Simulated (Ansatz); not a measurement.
Two isomers of C3H10OSi: A = `CCO[SiH2]C`, B = `C[SiH](C)CO`.

Program: Ansatz. Geometries: PBE0-D4/def2-TZVP. ΔE: electronic, gas phase. CCSD(T)/CBS is the MP2 limit (def2-TZVPP, def2-QZVPP) plus CCSD(T) − MP2 in def2-TZVPP, frozen cores. Functionals use def2-TZVPP. B3LYP here is the variant with VWN-RPA as its local correlation; programs differ in this. Each species was taken in one conformer, which may not be the lowest.

A:

```xyz
15

C     1.5587    1.9172   -0.6941
C     0.8425    0.6365   -1.0434
O     0.1079    0.1892    0.0778
Si   -0.8152   -1.1730    0.0516
C    -1.5851   -1.3578    1.7299
H     2.1340    2.2784   -1.5499
H     0.8425    2.6895   -0.4067
H     2.2431    1.7567    0.1413
H     1.5665   -0.1320   -1.3471
H     0.1663    0.8003   -1.8936
H    -1.8572   -1.0574   -1.0116
H     0.0334   -2.3543   -0.2866
H    -2.2074   -0.4922    1.9673
H    -0.8164   -1.4497    2.5001
H    -2.2137   -2.2513    1.7651
```

B:

```xyz
15

C    -1.103    1.309   -0.307
Si   -0.223   -0.347   -0.366
C     1.266   -0.276   -1.500
C     0.329   -0.812    1.385
O    -0.724   -0.774    2.343
H    -1.429    1.608   -1.307
H    -0.446    2.095    0.077
H    -1.996    1.269    0.322
H    -1.180   -1.379   -0.858
H     1.785   -1.236   -1.529
H     1.979    0.483   -1.165
H     0.968   -0.028   -2.521
H     0.705   -1.839    1.389
H     1.175   -0.180    1.700
H    -1.106    0.107    2.337
```

(1) Which isomer does CCSD(T)/CBS put lower? Give the gap. (Best estimate.)

(2) Give E(B) − E(A) in kJ/mol with CCSD/def2-TZVPP, PBE-D4, B3LYP, B3LYP-D4, MP2/def2-TZVPP, HF/def2-TZVPP, CCSD(T)/def2-TZVPP. (Best estimate.)

Largest T1 diagnostic: 0.010.

Answers

(1) Computed: A, by 84.7 kJ/mol.

(2) Computed: CCSD/def2-TZVPP 89.5, PBE-D4 70.6, B3LYP 90.0, B3LYP-D4 86.3, MP2/def2-TZVPP 87.3, HF/def2-TZVPP 112.1, CCSD(T)/def2-TZVPP 86.3. None reverses the order clearly.

From PBE to PBE0 (25 % exact exchange), in def2-TZVPP and without D4, E(B) − E(A) moves by +5.5 kJ/mol. In def2-TZVPP, CCSD(T) changes the Hartree–Fock value by −25.8 kJ/mol (the triples alone add −3.2 kJ/mol) and MP2 by −24.8 kJ/mol.
